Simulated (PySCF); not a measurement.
PySCF job for Cl2H2HfS2, SMILES [SH][Hf]([SH])([Cl])[Cl], multiplicity 1, IEF-PCM-PBE0/def2-SVP. The structure is a stationary point at PBE-D3(BJ)/def2-SVP. The multiplicity is an assumed one; no other spin state was optimised. The structure was generated by enumeration; whether it is a known compound was not checked. The def2 effective core potentials stand for the cores of Hf; spin–orbit coupling is left out. One conformer was computed; it need not be the lowest.

```python
import numpy as np
from pyscf import gto, scf, dft
from pyscf.solvent import pcm

mol = gto.M(
    atom='''
    Hf    0.04452297    0.01584053    0.01654408
    Cl    0.69847385    1.92149041   -1.19717643
    Cl    1.09636752   -0.16049727    2.10805229
    S     0.39431925   -2.01475509   -1.26343358
    H     0.13521989   -1.32623638   -2.41732238
    S    -2.36624257    0.07515886    0.31261386
    H    -2.30240396    1.28237499    0.95437482
    ''',
    basis='def2-SVP',
    ecp={'Hf': 'def2-svp'},
    charge=0,
    spin=0,
    max_memory=1600,
    verbose=3,
)
mf = dft.RKS(mol, xc='pbe0').density_fit(auxbasis='def2-universal-jkfit')
mf.grids.level = 3
mf.conv_tol = 1e-9
mf.max_cycle = 100
mf.kernel()
res = {}
for name, eps in {'water': 78.355, 'ethylethanoate': 5.9867, 'acetone': 20.493}.items():
    s = mf.PCM()
    s.with_solvent.method, s.with_solvent.eps, s.with_solvent.lebedev_order = 'IEF-PCM', eps, 29
    s.kernel(mf.make_rdm1())
    res[name] = (s.e_tot, eps, s.dip_moment(), s.mo_energy, s.converged)
    print(f'{name}: electrostatic solvation free energy {(s.e_tot - mf.e_tot) * 627.509474:.3f} kcal/mol')
```

Output:

```
converged SCF energy = -1765.13356030907

WARN: PCM is an experimental feature. It is still in testing.
Features and APIs may be changed in the future.

converged SCF energy = -1765.14697528293
Dipole moment(X, Y, Z, Debye): -0.18989,  1.22853, -0.79815
water: electrostatic solvation free energy -8.418 kcal/mol

WARN: PCM is an experimental feature. It is still in testing.
Features and APIs may be changed in the future.

converged SCF energy = -1765.14348658554
Dipole moment(X, Y, Z, Debye): -0.20334,  1.05565, -0.74495
ethylethanoate: electrostatic solvation free energy -6.229 kcal/mol

WARN: PCM is an experimental feature. It is still in testing.
Features and APIs may be changed in the future.

converged SCF energy = -1765.14607070528
Dipole moment(X, Y, Z, Debye): -0.19380,  1.18061, -0.78413
acetone: electrostatic solvation free energy -7.850 kcal/mol
```

The run converged.
